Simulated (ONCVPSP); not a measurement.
**Plane-wave convergence, ONCV potential for S**

```
Element                 : sulfur
Generator               : ONCVPSP 4.0.1
Type                    : optimised norm-conserving Vanderbilt (ONCV)
Functional              : PBEsol
Relativity              : scalar-relativistic
Frozen core             : [He]
Valence charge          : 14
Reference configuration : 2s2 2p6 3s2 3p4
Partial waves           : 2s+3s: rc 0.95 bohr, ncon 4, nbas 9, qcut 15 1/bohr, 3 projectors, debl 1.5 Ha; 2p+3p: rc 0.80 bohr, ncon 4, nbas 9, qcut 17.8 1/bohr, 2 projectors
Local potential         : polynomial inside 0.75 bohr (lpopt 5, dvloc0 -1 Ha)
Core correction         : Teter function, fcfact 2.75, rcfact 1.65
```

Task: For each optimised wave give the share of its norm inside rc, the residual kinetic energy above qcut (Ha) and the cutoffs (Ha) for errors of 10, 1, 0.1 and 0.01 mHa per electron.

Result:

| wave | norm inside rc | residual KE | 10 mHa | 1 mHa | 0.1 mHa | 0.01 mHa |
| --- | --- | --- | --- | --- | --- | --- |
| 2s | 0.973 | 6.6e-09 | 34.9 | 44.6 | 52.7 | 59.8 |
| 3s | 0.092 | 1.8e-07 | 26.9 | 36.6 | 67.5 | 89.3 |
| s projector 3 | 0.049 | 1.3e-07 | 24.7 | 34.1 | 62.9 | 87.7 |
| 2p | 0.929 | 7.3e-06 | 108.6 | 127.7 | 142.1 | 156.1 |
| 3p | 0.037 | 5.1e-06 | 90.1 | 116.2 | 136.2 | 152.8 |

The occupied waves need 128 Ha and 142 Ha for 1 and 0.1 mHa. Its largest configuration-test error is +645 meV.
